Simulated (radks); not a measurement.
Dynamic dipole polarisability and lines of the arsenic ion As5+, [Ar] 3d10. All-electron calculation, scalar-relativistic Kohn-Sham, LDA (Slater exchange, VWN5 correlation), spin-polarised, spherical densities, finite nucleus; Fermi nuclear charge, rms radius of each element as measured or else 0.836 A^(1/3) + 0.57 fm. Program: a radial shooting solver on a logarithmic mesh with Libxc functionals. Time-dependent linear response with the Hartree and adiabatic LDA kernel, continuum included through the Sternheimer equations, no spin-orbit coupling, so fine structure and intercombination lines are absent. Lines are the poles of the dipole polarisability below minus the highest occupied eigenvalue, found on a grid refined at the orbital gaps; the lowest seven at most are given, and weak or close lines can be missed. The first line takes the name of the lowest orbital gap if no other gap lies below it; otherwise a line is named after a gap within 0.6 % of it, if that gap stands alone.

photon energy (eV)  alpha (bohr^3)
0                           0.5641
1.766                       0.5644
8.830                       0.5709
15.895                      0.5873
22.959                      0.6172
30.023                      0.6692
37.087                      0.7687
44.152                       1.030
51.216                       5.525
58.280                    -0.04235
65.344                      0.3708
72.409                      0.6171
79.473                       1.258
86.537                     -0.6740
93.601                      -1.776

Lines (eV, oscillator strength): 52.021 (23.83 nm, 3d-4p), f = 0.562; 80.472 (15.41 nm, 3d-5p), f = 0.0527; 84.636 (14.65 nm, 3d-4f), f = 0.597; 91.261 (13.59 nm, 3d-6p), f = 0.0205; 93.049 (13.32 nm, unassigned), f = 0.208; 97.700 (12.69 nm, unassigned), f = 0.180. Higher lines, where found, are left out when the end of the mesh affects them. Those listed give 45 % of the static polarisability (sum of f/w^2). Orbital energy gaps for comparison: 3d-4p 51.043 eV; 3d-5p 80.232 eV; 3d-4f 84.382 eV; 3d-6p 91.155 eV; 3d-5f 92.994 eV.
